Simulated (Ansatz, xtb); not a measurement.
**C5H7PSi: which of two isomers lies lower**

We compare a, `[SiH3]C1=CC=PC=C1`, a singlet, with b, `[SiH3]C1=CC=CP=C1`, a singlet. Both are isolated molecules in the gas phase, relaxed with PBE0-D3(BJ)/def2-SVP.

a (Å):

```yaml
atoms:
  - { symbol: C, position_ang: [-1.4523, 0.3180, 0.7237] }
  - { symbol: C, position_ang: [-2.0801, 1.3920, 0.0718] }
  - { symbol: C, position_ang: [-1.6767, 1.9069, -1.1554] }
  - { symbol: C, position_ang: [0.2235, 0.0494, -1.0722] }
  - { symbol: C, position_ang: [-0.3370, -0.3120, 0.1481] }
  - { symbol: P, position_ang: [-0.3382, 1.3313, -2.1005] }
  - { symbol: Si, position_ang: [-2.1342, -0.3058, 2.3630] }
  - { symbol: H, position_ang: [-1.0280, -0.8946, 3.1764] }
  - { symbol: H, position_ang: [-2.7669, 0.8243, 3.1078] }
  - { symbol: H, position_ang: [-3.1708, -1.3626, 2.1457] }
  - { symbol: H, position_ang: [-2.9425, 1.8613, 0.5600] }
  - { symbol: H, position_ang: [-2.2433, 2.7493, -1.5673] }
  - { symbol: H, position_ang: [1.0955, -0.5145, -1.4211] }
  - { symbol: H, position_ang: [0.1286, -1.1409, 0.6945] }
```

b (Å):

```yaml
atoms:
  - { symbol: C, position_ang: [-1.6095, 0.1358, 0.7343] }
  - { symbol: C, position_ang: [-1.3977, 1.4468, 0.2808] }
  - { symbol: C, position_ang: [-0.4935, 1.7762, -0.7297] }
  - { symbol: C, position_ang: [0.2897, 0.8363, -1.3909] }
  - { symbol: C, position_ang: [-0.9126, -0.9450, 0.1821] }
  - { symbol: P, position_ang: [0.2760, -0.8736, -1.0840] }
  - { symbol: Si, position_ang: [-2.8257, -0.1739, 2.1431] }
  - { symbol: H, position_ang: [-2.1389, -0.0642, 3.4674] }
  - { symbol: H, position_ang: [-3.9236, 0.8391, 2.0992] }
  - { symbol: H, position_ang: [-3.3961, -1.5484, 2.0179] }
  - { symbol: H, position_ang: [-1.9709, 2.2609, 0.7352] }
  - { symbol: H, position_ang: [-0.4017, 2.8296, -1.0139] }
  - { symbol: H, position_ang: [0.9702, 1.1922, -2.1723] }
  - { symbol: H, position_ang: [-1.1255, -1.9490, 0.5697] }
```

**Question.** Which of the two would you expect CCSD(T)/def2-SVP + ΔMP2/def2-TZVPP electronic energies to favour?

**Answer.** Too close to call at this level: CCSD(T)/def2-SVP + ΔMP2/def2-TZVPP gives E(b) − E(a) = +0.14 kcal/mol.

Level by level:

```csv
level,geometry,E(b) − E(a) (kcal/mol),departure from the last row (kcal/mol),"job, with rough time for the two"
GFN2-xTB,GFN2-xTB,+0.17,+0.02,"optimisation, 0.18 s"
HF/STO-3G,GFN2-xTB,+0.33,+0.18,"single point, 0.76 s"
r2SCAN-D4/def2-SVP,GFN2-xTB,+0.14,−0.01,"single point, 6 s"
PBE0-D3(BJ)/def2-SVP,PBE0-D3(BJ)/def2-SVP,+0.10,−0.05,"optimisation, 46 s"
HF/def2-SVP,PBE0-D3(BJ)/def2-SVP,+0.27,+0.13,part of the CCSD(T) run
MP2/def2-SVP,PBE0-D3(BJ)/def2-SVP,+0.05,−0.10,part of the CCSD(T) run
CCSD(T)/def2-SVP,PBE0-D3(BJ)/def2-SVP,+0.10,−0.05,single point
CCSD(T)/def2-SVP + ΔMP2/def2-TZVPP,PBE0-D3(BJ)/def2-SVP,+0.14,,"single point, 84 s"
```

As drawn, both hold the same kinds of bond in the same numbers.

The largest departure from CCSD(T)/def2-SVP + ΔMP2/def2-TZVPP is that of HF/STO-3G, 0.18 kcal/mol. A small imaginary or near-zero mode remains, so no thermal terms are given. The last row adds to CCSD(T) the change of the MP2 difference between the two basis sets, here +0.05 kcal/mol.

The correlated steps freeze 15 core orbitals. Codes used: Ansatz 0.2.0, xtb 6.7.1; the last row on 2 threads of Intel(R) Xeon(R) Platinum 8375C CPU @ 2.90GHz (Ice Lake) on a shared host.
